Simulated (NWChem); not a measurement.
System: SiHOCl₂F; SMILES O[Si](F)(Cl)Cl

Input file for NWChem:

```
start job
memory heap 200 mb stack 900 mb global 1100 mb
geometry units angstroms noautoz
  O     -1.330487    -0.197809    -1.310087
  Si    -0.347552    -0.036467     0.002312
  F     -1.209336     0.018427     1.376008
  Cl     0.862977    -1.676183     0.063133
  Cl     0.748643     1.700134    -0.071807
  H     -1.825571     0.599250    -1.571342
end
basis spherical
  * library 6-31g*
end
dft
  xc xtpss03 ctpss03
  iterations 150
  mulliken
end
task dft energy
```

Structure relaxed at the PBE-D3(BJ)/def2-SVP level.

Question: Give the results of this calculation. (TPSS/6-31G* (spherical d).) Quantities: basis functions; energy (Ha); highest occupied level (eV); orbital gap (eV); dipole (D).

Answer: 
```yaml
number_of_basis_functions: 84
energy (Ha): -1385.77
highest occupied level (eV): -8.23
orbital gap (eV): 7.32
dipole (D): 2.00
```
